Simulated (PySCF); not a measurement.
**`C=C(CC(F)(F)F)S[SiH3]`: 4 charge schemes on one density**

C4H7F3SSi.
Atom-mapped SMILES: `[CH2:1]=[C:2]([CH2:3][C:4]([F:5])([F:6])[F:7])[S:8][SiH3:9]` (hydrogens: H10, H11 on C1; H12, H13 on C3; H14, H15, H16 on Si9)

Geometry (GFN2-xTB, Å), atoms numbered from 1 in this order:
```
atom  x, y, z in Å
C1     0.5799    0.9820   -1.0723
C2     0.0007   -0.1474   -0.6911
C3    -1.4885   -0.3605   -0.7923
C4    -2.1958    0.3204    0.3664
F5    -3.5183    0.0854    0.3500
F6    -2.0528    1.6556    0.3358
F7    -1.7527   -0.0792    1.5639
S8     0.8447   -1.5424   -0.0079
Si9    2.6420   -0.7190    0.8558
H10    1.6407    1.1410   -1.0005
H11   -0.0051    1.7925   -1.4725
H12   -1.8890    0.0674   -1.7134
H13   -1.7259   -1.4244   -0.7481
H14    2.2382    0.4733    1.5846
H15    3.5808   -0.4205   -0.2219
H16    3.0935   -1.8152    1.6935
```

Density: PBE0/pcSseg-1 (PySCF); schemes: Mulliken, IAO, Hirshfeld and ESP-fitted. One conformer (not necessarily the lowest) at the GFN2-xTB geometry, without solvent, vibrations or thermal averaging.

Problem. Do the Mulliken, IAO, Hirshfeld and ESP-fitted schemes agree on where the charge is lowest?

Solution. The schemes don't all agree: Mulliken C2 (-0.479); IAO C1 (-0.338); Hirshfeld C1 (-0.116); ESP-fitted C3 (-0.586).

Problem. At which atom do the 4 schemes differ most?

Solution. At C2: from -0.479 (Mulliken) to +0.237 e (ESP-fitted), 0.716 e apart.

Problem. Tabulate the Mulliken, IAO, Hirshfeld and ESP-fitted charges.

Solution. In e:

```tsv
atom	environment	Mulliken	IAO	Hirshfeld	ESP-fitted
C1	terminal =CH2 carbon	-0.022	-0.338	-0.116	-0.529
C2	fully substituted alkene carbon	-0.479	-0.089	-0.014	+0.237
C3	allylic carbon	-0.192	-0.312	-0.094	-0.586
C4	CF3 carbon	+0.785	+0.813	+0.261	+0.691
F5	fluorine of a CF3 group	-0.272	-0.287	-0.100	-0.226
F6	fluorine of a CF3 group	-0.270	-0.287	-0.093	-0.206
F7	fluorine of a CF3 group	-0.261	-0.279	-0.094	-0.209
S8	sulfur bonded to C and Si	-0.165	-0.122	-0.072	-0.286
Si9	SiH3 silicon	+0.438	+0.545	+0.309	+0.381
H10	vinylic hydrogen	+0.138	+0.150	+0.045	+0.207
H11	vinylic hydrogen	+0.119	+0.162	+0.049	+0.221
H12	methylene hydrogen	+0.165	+0.176	+0.060	+0.222
H13	methylene hydrogen	+0.165	+0.177	+0.052	+0.243
H14	Si–H hydrogen	-0.038	-0.100	-0.063	-0.056
H15	Si–H hydrogen	-0.056	-0.117	-0.070	-0.076
H16	Si–H hydrogen	-0.055	-0.093	-0.060	-0.028
```

Mean size of the charges over all atoms: ESP-fitted 0.275 e, IAO 0.253 e, Mulliken 0.226 e, Hirshfeld 0.097 e. Each set sums to the total charge, 0, to within 0.001 e. The IAO scheme counts the electrons in orthogonalised intrinsic atomic orbitals, a minimal basis polarised so that it spans the occupied orbitals exactly.

Problem. How many electrons does the Hirshfeld scheme count on C4?

Solution. Z − q = 6 − (+0.261) = 5.739.

Problem. Sum the charges by element, for elements with more than one atom.

Solution. 
| element | atoms | Mulliken | IAO | Hirshfeld | ESP-fitted |
| --- | --- | --- | --- | --- | --- |
| C | 4 | +0.092 | +0.075 | +0.037 | -0.186 |
| F | 3 | -0.802 | -0.853 | -0.287 | -0.642 |
| H | 7 | +0.437 | +0.356 | +0.013 | +0.733 |

Problem. How closely do the schemes follow one another over all atoms?

Solution. Correlation coefficient and root-mean-square difference: IAO with Hirshfeld 0.96, 0.198 e; Mulliken with IAO 0.90, 0.135 e; IAO with ESP-fitted 0.90, 0.142 e; Hirshfeld with ESP-fitted 0.85, 0.234 e; Mulliken with Hirshfeld 0.85, 0.203 e; Mulliken with ESP-fitted 0.69, 0.248 e.

These values come from a run that also computed NMR shieldings. Hardware: Arm Neoverse N1, one thread, no GPU, shared host with 64 logical CPUs at a one-minute load of 60. Cost: 68 s, 0.91 GiB resident at most.
